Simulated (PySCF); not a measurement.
The numbers are results of B3LYP-D3(BJ)/def2-TZVP // B3LYP-D3(BJ)/def2-SVP (PySCF), not measurements. Gas-phase values, no solvent. One relaxed conformer stands for a flexible species; it need not be the lowest. B3LYP has the VWN-RPA correlation part, as in Gaussian. Delta-SCF ions had no search for a lower state. Excitations are Tamm–Dancoff values on a coarser integration grid. The basis has no diffuse functions, so Rydberg states are missing or too high.

Reference species: [Al(H)3(H2O)] (neutral, multiplicity 1).

The S1–T1 gap (TDA) is 0.20 eV, the S1 excitation (TDA) is 5.33 eV and the S1 oscillator strength is 0.002. The vertical ionisation energy (Delta-SCF) comes out as 10.01 eV.

Changed species: [Al(H)3(NH3)] (adduct with NH3; the reference has adduct with H2O).

Question: What does the change do to the S1–T1 gap (TDA), S1 excitation (TDA), S1 oscillator strength and vertical ionisation energy (Delta-SCF)?

Answer: the S1–T1 gap (TDA) decreases by 0.03 eV, to 0.17 eV; the S1 excitation (TDA) goes up by 0.29 eV, to 5.62 eV; the S1 oscillator strength stays essentially unchanged; the vertical ionisation energy (Delta-SCF) falls by 0.12 eV, to 9.89 eV.
